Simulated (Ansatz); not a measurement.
`[CH3][V]([CH3])([CH3])=[O]`. Charge 0, multiplicity 1.

```
atom   x (Å)   y (Å)   z (Å)
  C1   1.598   0.096   1.056
  V2  -0.041   0.465  -0.037
  C3   0.132  -0.264  -1.896
  C4  -1.699  -0.204   0.869
  O5  -0.174   2.010  -0.160
  H6   1.697  -0.990   1.167
  H7   2.478   0.501   0.549
  H8   1.508   0.565   2.039
  H9   1.014   0.160  -2.383
 H10   0.229  -1.354  -1.829
 H11  -0.755  -0.004  -2.481
 H12  -1.642  -1.296   0.925
 H13  -2.587   0.097   0.306
 H14  -1.759   0.218   1.876
```

(1) List the harmonic frequencies (cm⁻¹, unscaled) at PBE0-D4/def2-TZVP in Ansatz. (Estimate.)

Results:

(1) Ansatz gave: 17i, 76, 77, 154, 154, 175, 247, 248, 450, 494, 497, 536, 567, 568, 623, 653, 653, 1130, 1150, 1150, 1178, 1398, 1408, 1408, 1410, 1410, 1419, 3026, 3026, 3028, 3125, 3126, 3128, 3137, 3139, 3139.
